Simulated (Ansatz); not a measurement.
A nudged elastic band was laid between two geometries of CH5InO2 (9 atoms, charge 0, multiplicity 1).

Method: Ansatz, RKS B3LYP-D4/def2-SVP.

```
movable images  : 5
climbing image  : yes
spring          : 5.0 eV/Å²
optimiser       : quadratic models (default)
start path      : through a guess of the saddle point
force threshold : 0.05 eV/Å
iteration limit : 60
end points      : relaxed
```

Image 0:

```xyz
9
Properties=species:S:1:pos:R:3
C -0.205 1.513 -0.666
O -0.580 0.307 -0.061
In 0.648 -1.193 0.469
O -0.473 -2.650 1.254
H 0.891 1.650 -0.779
H -0.574 2.376 -0.077
H -0.644 1.603 -1.680
H 2.345 -1.211 0.285
H -1.408 -2.396 1.255
```

Image 6:

```xyz
9
Properties=species:S:1:pos:R:3
C 0.041 1.311 -0.531
O 0.622 0.364 0.338
In 1.299 -2.020 -0.290
O -0.526 -1.771 0.775
H 0.841 1.793 -1.116
H -0.490 2.104 0.028
H -0.676 0.853 -1.238
H -0.087 -0.214 0.749
H -1.024 -2.421 1.285
```

Problem. Which bonds break or form, and what moves?

Solution. Bonds broken: O2–In3, In3–H8. Bonds formed: O2–H8.

Problem. What energy profile does the band end with?

Solution. It converged. The highest image is number 2 of 0 to 6, 1.52 eV above the first end and 2.98 eV above the last; the last end lies 1.46 eV below the first. Neighbouring images differ by up to 2.5 eV, so the band resolves the path poorly. A vibrational analysis at the climbing image gives one clearly imaginary mode, 1075i cm⁻¹: a first-order saddle point. The orbitals stay closed-shell, which can raise the energy where a bond breaks towards radicals; this wasn't checked here.

```tsv
image	path coordinate (Å)	energy (eV)	O2–In3 (Å)	In3–H8 (Å)	O2–H8 (Å)
0	0.00	0.00	2.01	1.71	3.31
1	1.96	0.01	2.01	1.71	3.36
2	3.91	1.52	2.16	1.76	1.65
3	5.78	-1.01	2.64	3.04	0.97
4	7.64	-1.08	2.66	3.33	0.97
5	9.51	-1.11	2.69	2.81	0.97
6	11.37	-1.46	2.56	2.50	1.00
```

Problem. What is the geometry of the highest image?

Solution. 
```xyz
9
Properties=species:S:1:pos:R:3:forces:R:3
C -0.104 1.390 -0.703 0.00 0.00 0.00
O 0.307 0.575 0.353 0.00 0.00 0.00
In 0.748 -1.413 1.085 0.00 0.00 0.00
O -0.584 -2.899 0.869 0.00 0.00 0.00
H 0.441 1.182 -1.648 0.00 0.00 0.00
H 0.043 2.462 -0.465 0.00 0.00 0.00
H -1.184 1.254 -0.920 0.00 0.00 0.00
H 1.749 0.025 0.940 0.00 0.00 0.00
H -1.415 -2.574 0.488 0.00 0.00 0.00
```

The band took 29 iterations and of the order of 7 core-minutes.

Time of the run: 3.5 min on 2 threads of AMD EPYC 9R14 (Zen 4) (shared host), peak memory 0.22 GiB.
